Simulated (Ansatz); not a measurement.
```yaml
crystal:
  periodic: [false, false, false]
  atoms:
    - {symbol: Ge, position_ang: [0.266044, 0.649284, 0.302834]}
    - {symbol: C, position_ang: [0.287609, 0.624406, 2.243741]}
    - {symbol: C, position_ang: [1.381951, 0.890585, 2.963150]}
    - {symbol: H, position_ang: [-0.650530, 0.390192, 2.763220]}
    - {symbol: H, position_ang: [2.338985, 1.128895, 2.483972]}
    - {symbol: H, position_ang: [1.375896, 0.886704, 4.059508]}
    - {symbol: C, position_ang: [2.104099, 0.626627, -0.351153]}
    - {symbol: C, position_ang: [2.717689, 1.706894, -0.844782]}
    - {symbol: H, position_ang: [2.653407, -0.323635, -0.320338]}
    - {symbol: H, position_ang: [2.213812, 2.679417, -0.900043]}
    - {symbol: H, position_ang: [3.748484, 1.675669, -1.217779]}
    - {symbol: C, position_ang: [-0.613865, 2.245250, -0.363770]}
    - {symbol: C, position_ang: [-0.929628, 3.273747, 0.429926]}
    - {symbol: H, position_ang: [-0.828488, 2.325252, -1.437413]}
    - {symbol: H, position_ang: [-0.728065, 3.253187, 1.507602]}
    - {symbol: H, position_ang: [-1.403376, 4.183307, 0.042521]}
    - {symbol: N, position_ang: [-0.684478, -0.828284, -0.242707]}
    - {symbol: C, position_ang: [-0.345706, -2.120516, 0.317932]}
    - {symbol: C, position_ang: [-1.522953, -2.812629, 0.992863]}
    - {symbol: C, position_ang: [-1.354614, -0.841006, -1.524587]}
    - {symbol: C, position_ang: [-0.439792, -1.044084, -2.728933]}
    - {symbol: H, position_ang: [0.457678, -1.988251, 1.063832]}
    - {symbol: H, position_ang: [0.083414, -2.793549, -0.453044]}
    - {symbol: H, position_ang: [-1.908315, -2.197655, 1.820373]}
    - {symbol: H, position_ang: [-2.351873, -2.977983, 0.287068]}
    - {symbol: H, position_ang: [-1.228813, -3.795138, 1.395139]}
    - {symbol: H, position_ang: [-2.130177, -1.629022, -1.516128]}
    - {symbol: H, position_ang: [-1.912861, 0.103436, -1.645739]}
    - {symbol: H, position_ang: [0.293240, -0.225201, -2.810381]}
    - {symbol: H, position_ang: [0.126649, -1.985537, -2.649234]}
    - {symbol: H, position_ang: [-1.015475, -1.080362, -3.667679]}
basis:
  gaussian: {orbitals: def2-TZVP}
magnetization: {spin_polarized: true, initial_magnetization: 2}
hamiltonian: {xc: pbe0, dispersion: d4}
scf: {omitted_lower_state_checks: [starts]}
output: {orbitals: {seedname: orbitals}}
```

```sh
$ ansatz run in.yaml --threads 4 --pin off --events-out ev --progress --plain --max-ram 6963MiB
```

Question: Does this run fit into the memory that it is given?

Answer: No. It has 503 basis functions, and Ansatz plans for 8 GiB where 7 GiB are given.
